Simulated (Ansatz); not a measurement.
Reaction (ligand exchange at a B–O bond): `CSB(O)Cl` + HCl → `CSB(Cl)Cl` + H₂O

Computed with Ansatz on PBE0-D4/def2-TZVP structures; ΔE is electronic, products minus reactants. CCSD(T)/CBS adds triple-zeta CCSD(T) − MP2 to the extrapolated MP2 energy (def2 sets, frozen cores). This one scheme is used for every species. Each species was taken in one conformer, which may not be the lowest.

```
             level  ΔE (kcal/mol)
CCSD(T)/def2-TZVPP           10.7
SCS-MP2/def2-QZVPP            9.7
```

Task: What does CCSD(T)/CBS give? (Estimate.)

Result: The calculation gave: +9.6 kcal/mol. The listed levels differ from it by 1.1, 0.1 kcal/mol.

Largest T1 diagnostic among the species: 0.012.

The D4 term adds −1.1 kcal/mol with B3LYP and −0.6 kcal/mol with PBE0; it sums over pairs of atoms, weighted by their polarisabilities, and B3LYP, whose exchange is more repulsive, gets the larger term. In def2-TZVPP, CCSD(T) changes the Hartree–Fock value by −3.8 kcal/mol (the triples alone add −0.8 kcal/mol) and MP2 by −5.5 kcal/mol.

B3LYP here is the variant with VWN-RPA as its local correlation; programs differ in this.
